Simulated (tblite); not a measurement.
C7H12OSSi.
Geometry (GFN2-xTB, Å), atoms numbered from 1 in this order:
```
atom  x, y, z in Å
C1    -2.781    2.522   -1.190
C2    -1.738    1.934   -1.080
C3    -0.520    1.239   -0.957
C4    -0.301    0.295   -0.039
Si5    1.290   -0.675    0.301
C6     2.100   -0.002    1.880
C7     2.438   -0.386   -1.189
S8    -1.602   -0.094    1.150
C9    -2.462   -1.271    0.011
O10   -0.917   -0.929    2.146
H11   -3.686    3.043   -1.288
H12    0.248    1.504   -1.673
H13    0.959   -2.105    0.367
H14    2.278    1.069    1.813
H15    3.054   -0.487    2.066
H16    1.457   -0.184    2.734
H17    1.979   -0.684   -2.126
H18    2.727    0.657   -1.276
H19    3.348   -0.964   -1.074
H20   -3.253   -1.752    0.577
H21   -2.875   -0.699   -0.811
H22   -1.752   -2.010   -0.341
```

Computed with GFN2-xTB (tblite): harmonic, unscaled wavenumbers at the GFN2-xTB geometry, gas phase. Against measured fundamentals such values can be off by several per cent, at times by over 20. Modes of hydrogen on silicon can be 10 to 20 % off. One conformer, not necessarily the lowest.

Harmonic wavenumbers (cm⁻¹): 47.1, 62.1, 81.6, 83.0, 108.0, 131.9, 144.6, 149.3, 155.7, 163.4, 167.3, 201.6, 250.8, 310.3, 365.6, 377.5, 415.2, 462.3, 553.0, 603.7, 637.9, 660.5, 662.3, 669.0, 702.7, 760.7, 798.0, 822.9, 829.6, 838.2, 847.9, 881.0, 884.6, 927.3, 1033.8, 1110.6, 1233.8, 1273.5, 1361.7, 1376.6, 1437.8, 1449.3, 1469.5, 1475.1, 1497.0, 1502.1, 1623.5, 2216.8, 2240.4, 3018.5, 3028.7, 3040.1, 3043.5, 3047.7, 3051.9, 3061.2, 3063.4, 3064.8, 3075.7, 3394.6.

A = 1262, B = 756.1, C = 574.4 MHz; mass 172.038 u (most abundant isotopes); point group C1, symmetry number 1.

Task: Zero-point energy?

Result: Half the sum of the wavenumbers: 35974 cm⁻¹ = 430.35 kJ/mol.

Task: Entropy at 350 K, 1 bar (ideal gas, RRHO, classical rotation)?

Result: Translation 176.39, rotation 130.66, vibration 241.49: S = 548.5 J/(mol K).

Task: And Cp and H(350 K) − H(0)?

Result: Cp = 249.16 J/(mol K), of which vibrations give 215.90 (their classical limit is 60 R = 498.9); H(350 K) − H(0) = 54.14 kJ/mol without the zero-point energy, 42.50 from vibrations.

Task: Blend soft modes into free rotors: weight 1/[1 + (100 cm⁻¹/ν̃)⁴] for the oscillator and the rest for a rotor with moment μB/(μ + B), μ = h/(8π²ν), B = 10⁻⁴⁴ kg m². What vibrational entropy results?

Result: 222.97 J/(mol K) in place of 241.49, which changes −T·S at 350 K by +6.48 kJ/mol.

Task: How do the functions run with temperature in this model?

Result: 
| T (K) | S (J/(mol K)) | Cp (J/(mol K)) | H − H(0) (kJ/mol) | G − H(0) (kJ/mol) | ln q(vib) |
| --- | --- | --- | --- | --- | --- |
| 100 | 331.0 | 118.2 | 7.36 | -25.74 | 3.04 |
| 200 | 431.0 | 175.2 | 22.11 | -64.09 | 7.85 |
| 300 | 511.9 | 226.4 | 42.24 | -111.33 | 12.32 |
| 500 | 647.3 | 304.9 | 95.91 | -227.73 | 20.42 |
| 800 | 807.8 | 377.6 | 199.22 | -447.02 | 30.97 |
| 1000 | 895.7 | 410.2 | 278.15 | -617.58 | 37.15 |

q(vib) and H(0) count from the zero-point level.

Task: Which modes carry the vibrational entropy at 350 K?

Result: 47.1 cm⁻¹: 21.98; 62.1 cm⁻¹: 19.69; 81.6 cm⁻¹: 17.44; 83.0 cm⁻¹: 17.30; 108.0 cm⁻¹: 15.13; 131.9 cm⁻¹: 13.50 J/(mol K); the other 54 give 136.46 together.

Hindered rotation and anharmonicity are outside this model. Other conformers, if any are populated, would add a mixing term that is left out. The structure is chiral; the term R ln 2 for an equal mix with its mirror image is left out.
